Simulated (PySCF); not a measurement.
Run record: EPR job, `N#C[CH]C[SiH2][SiH2]C#N` [radical].

Method: UKS B3LYP, pcH-1 on C H N Si, non-relativistic, mean-field spin-orbit, GIAO (PySCF 2.14.0). Geometry: GFN2-xTB. A driver script takes a list of jobs; this job's settings line and coordinates (Å) are shown.

Input:
```
{"job": {"kind": "epr", "basis": "pcH-1"}, "charge": 0, "multiplicity": 2}
N      4.115632     0.381989     0.486370
C      3.046718     0.823097     0.583040
C      1.783908     1.338038     0.672493
C      0.690514     0.847028    -0.157514
Si    -0.118565    -0.637648     0.809547
Si    -1.833111    -1.501860    -0.501772
C     -2.910123    -0.055849    -0.994195
N     -3.539227     0.860821    -1.272305
H      1.585857     2.071846     1.438245
H      1.050030     0.476373    -1.116787
H     -0.067273     1.611136    -0.324534
H     -0.574750    -0.094162     2.095745
H      0.948736    -1.603337     1.083327
H     -2.746167    -2.414739     0.190014
H     -1.436592    -2.094744    -1.783379
```

Output:
```
UKS, coarse grid
  cycle   1  E = -845.00845840  |g| = 4.24e-01
  cycle   2  E = -844.70728580  |g| = 9.06e-01
  cycle   3  E = -845.09174243  |g| = 1.43e-01
  cycle   4  E = -845.10021708  |g| = 4.70e-02
  cycle   5  E = -845.10140869  |g| = 1.26e-02
  cycle   6  E = -845.10150598  |g| = 7.30e-03
  cycle   7  E = -845.10153471  |g| = 5.68e-03
  cycle   8  E = -845.10155247  |g| = 2.16e-03
  cycle   9  E = -845.10155637  |g| = 5.48e-04
UKS, final grid
  cycle   1  E = -845.10155438  |g| = 6.31e-04
  cycle   2  E = -845.10155393  |g| = 1.33e-03
  cycle   3  E = -845.10155471  |g| = 2.39e-04
  cycle   4  E = -845.10155476  |g| = 1.09e-04
  cycle   5  E = -845.10155480  |g| = 4.46e-05
  cycle   6  E = -845.10155480  |g| = 1.07e-05
E = -845.10155480 Eh   <S^2> = 0.7631 (exact 0.7500)
g shifts (ppm)      1          2          3
  rmc          -177       -177       -177
  gc             -4         35         23
  oz_so         -26        954       1467
  total        -206        813       1313
hyperfine (MHz)  atom isotope    a_iso     a_fc   dipolar eigenvalues
    0   14N       8.77       8.79    -17.87    -13.73     31.60
    1   13C     -56.13     -56.15    -18.71     -1.95     20.66
    2   13C      65.78      65.88    -62.87    -62.25    125.12
    3   13C     -24.83     -24.84     -4.19     -1.20      5.39
    4  29Si    -111.63    -111.75    -19.89      8.96     10.93
    5  29Si     -25.15     -25.19     -6.02      2.79      3.23
    6   13C      -0.99      -0.99     -0.17     -0.08      0.25
    7   14N       0.03       0.03     -0.09     -0.07      0.15
    8    1H     -53.14     -53.14    -28.98     -1.01     29.99
    9    1H      35.93      35.93     -3.71     -2.45      6.15
   10    1H      41.14      41.14     -3.80     -2.96      6.75
   11    1H      -3.28      -3.28     -2.68     -1.33      4.00
   12    1H      -3.51      -3.51     -2.73     -1.07      3.80
   13    1H      10.78      10.78     -0.80     -0.16      0.96
   14    1H      -0.22      -0.22     -0.78     -0.33      1.11
```

rmc, gc and oz_so are the mass-correction, gauge-correction and orbital-Zeeman/spin–orbit parts of the g shift along its three principal axes; a_iso is the isotropic hyperfine coupling and a_fc its Fermi-contact part. The program numbers atoms from 0.

Task: How far is ⟨S²⟩ from the pure-spin value?

Result: S = 0.5 gives S(S+1) = 0.75; the run has 0.7631, 0.0131 more.

Summary of the converged run: ⟨S²⟩ 0.763; g_iso 2.0030.

Isolated species at its GFN2-xTB geometry (one conformer only).

Task: How long does this job take on one thread, Arm Neoverse N1, shared host?

Result: About 2.5 min.
Labels such as C1 count atoms from 1, the log's own numbers from 0.
